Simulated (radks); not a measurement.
Spherical quantum dot in the effective-mass picture: electrons in a parabolic well V = omega^2 r^2 / 2 with omega = 0.984, all in effective atomic units (hartree* = m*/eps^2 hartree, bohr* = eps/m* bohr), one dielectric constant everywhere. Method: non-relativistic Kohn-Sham, LDA (Slater exchange, Perdew-Wang correlation), spin-polarised, spherical densities; computed with a radial shooting solver with Libxc functionals. Levels are named by radial order and angular momentum (1s, 1p, 1d, 2s, ...), and open shells are averaged over m. Results are scaled to m* = 0.313 and eps = 7.7, for which hartree* = 143.7 meV and bohr* = 1.302 nm.

N = 22, configuration 1s2 1p6 1d10 2s2 1f(up 2, down 0). This is the lowest configuration that the search found. Occupied and some empty levels:

level    occupation  eigenvalue (meV)  <r> (nm)
1s up             1            1566.2     2.286
1s down           1            1568.1     2.268
1p up             3            1626.4     2.820
1p down           3            1629.3     2.809
1d up             5            1696.4     3.194
1d down           5            1699.8     3.189
2s up             1            1716.1     2.738
2s down           1            1718.4     2.746
1f up             2            1774.8     3.492
1f down           0            1778.4     3.491
2p up             0            1803.4     3.088
2p down           0            1805.7     3.093
1g up             0            1860.3     3.745
1g down           0            1864.0     3.747
2d up             0            1895.0     3.407
2d down           0            1897.4     3.409

Energy (meV): total 23752.3, kinetic 2734.0, external 8863.4, Hartree 13542, exchange-correlation -1387.3.

Electron density:

r (nm)  n(r) (e/nm^3)
0.125          0.1344
0.440          0.1274
0.755          0.1155
1.07           0.1032
1.39          0.09490
1.70          0.09240
2.02          0.09428
2.33          0.09651
2.65          0.09460
2.96          0.08574
3.27          0.07032
3.59          0.05131
3.90          0.03298
4.22          0.01852
4.53         0.009050
4.85         0.003837
5.16         0.001409
5.48        0.0004494
5.79        0.0001245
6.11       0.00002993
